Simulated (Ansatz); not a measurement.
Species: Si₂H₃, charge 0, doublet. Si2H3 (SMILES [SiH]=[SiH2], doublet).
B3LYP-D3(BJ)/def2-TZVP minimum from Ansatz (an electronic-structure program):
```
Si
H 1 1.4867
H 1 1.4882 2 107.07
Si 1 2.2897 2 123.24 3 -169.48
H 4 1.5229 1 88.47 2 -175.26
```
Charge 0, spin multiplicity 2.

Total energies in cc-pV(T+d)Z, 11 correlated electrons, 10 frozen orbitals. Open shells are spin-unrestricted; no spin-orbit coupling. Cores are frozen in correlated methods. No relativity. The UHF reference of H3Si2 ([SiH]=[SiH2], doublet) is spin-contaminated (<S^2> up to 0.19 over the pure value in the sets run).

```json
[
 {"method": "HF", "program": "Ansatz", "energy (Eh)": "-579.54666", "minus CCSDT(Q) (mEh)": "265.20"},
 {"method": "MP2", "program": "Ansatz", "energy (Eh)": "-579.75271", "minus CCSDT(Q) (mEh)": "59.15"},
 {"method": "CCSD", "program": "Ansatz", "energy (Eh)": "-579.79862", "minus CCSDT(Q) (mEh)": "13.25"},
 {"method": "CCSD(T)", "program": "Ansatz", "energy (Eh)": "-579.80926", "minus CCSDT(Q) (mEh)": "2.61"},
 {"method": "CCSDT(Q)", "program": "Ansatz", "energy (Eh)": "-579.81187", "minus CCSDT(Q) (mEh)": "0.00"}
]
```

Rough core times of Ansatz's runs on a shared machine: CCSD(T) 50 s, CCSDT(Q) 2 h.
